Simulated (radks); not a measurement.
Isoelectronic series with 19 electrons, each ion in its NIST ground configuration. Method: scalar-relativistic Kohn-Sham, PBE, spin-polarised, spherical densities, point nucleus; open shells are filled with parallel spins first; computed with a radial shooting solver on a logarithmic mesh with Libxc functionals. Total energies (hartree) and mean radii <r> (bohr):

| ion | configuration | E (hartree) | 3p down | 3p up | 3s down |
|---|---|---|---|---|---|
| K | [Ar] 4s1 | -602.09241 | 1.432 | 1.438 | 1.268 |
| Ca+ | [Ar] 4s1 | -680.10131 | 1.264 | 1.269 | 1.154 |
| Sc2+ | [Ar] 3d1 | -763.34187 | 1.163 | 1.163 | 1.073 |
| Ti3+ | [Ar] 3d1 | -851.81511 | 1.057 | 1.056 | 0.9928 |
| V4+ | [Ar] 3d1 | -945.45914 | 0.9695 | 0.9678 | 0.9228 |
| Cr5+ | [Ar] 3d1 | -1044.27722 | 0.8956 | 0.8937 | 0.8617 |
| Mn6+ | [Ar] 3d1 | -1148.27756 | 0.8324 | 0.8306 | 0.8080 |
| Fe7+ | [Ar] 3d1 | -1257.47121 | 0.7778 | 0.7760 | 0.7606 |
| Co8+ | [Ar] 3d1 | -1371.87120 | 0.7301 | 0.7284 | 0.7184 |
| Ni9+ | [Ar] 3d1 | -1491.49214 | 0.6880 | 0.6865 | 0.6806 |
| Cu10+ | [Ar] 3d1 | -1616.34996 | 0.6506 | 0.6492 | 0.6466 |
| Zn11+ | [Ar] 3d1 | -1746.46182 | 0.6171 | 0.6159 | 0.6157 |
